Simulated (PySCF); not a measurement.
Zn²⁹⁺ (zinc, charge +29) across methods

1s1, 2S determinant. Calculation: PySCF 2.14, in an even-tempered Gaussian basis (15 s from 35 bohr⁻², ratio 2.2; 7 p from 53 bohr⁻², ratio 2.4; 4 d from 160 bohr⁻², ratio 2.4; 3 f from 240 bohr⁻², ratio 2.4; 3 g from 360 bohr⁻², ratio 2.4); no relativity, point nucleus.

| method | E (hartree) | mean ε 1s α (eV) | Σ⟨r²⟩ (bohr²) | ⟨S²⟩ |
| --- | --- | --- | --- | --- |
| PBEsol | -449.415 | -12043.6 | 0.003344 | 0.750 |
| BLYP | -449.918 | -12055.5 | 0.003340 | 0.750 |
| LDA | -448.733 | -12028.9 | 0.003349 | 0.750 |
| PBE | -449.810 | -12053.6 | 0.003342 | 0.750 |
| PBE0 | -449.859 | -12101.5 | 0.003340 | 0.750 |
| r2SCAN | -450.000 | -12076.3 | 0.003337 | 0.750 |

Task: Estimate the same row for UHF.

Result: E (hartree) = -449.99980; mean ε 1s α (eV) = -12245.1; Σ⟨r²⟩ (bohr²) = 0.003333; ⟨S²⟩ = 0.750.

For one electron the Hartree and exchange-correlation energies should cancel; what remains is the self-interaction error.
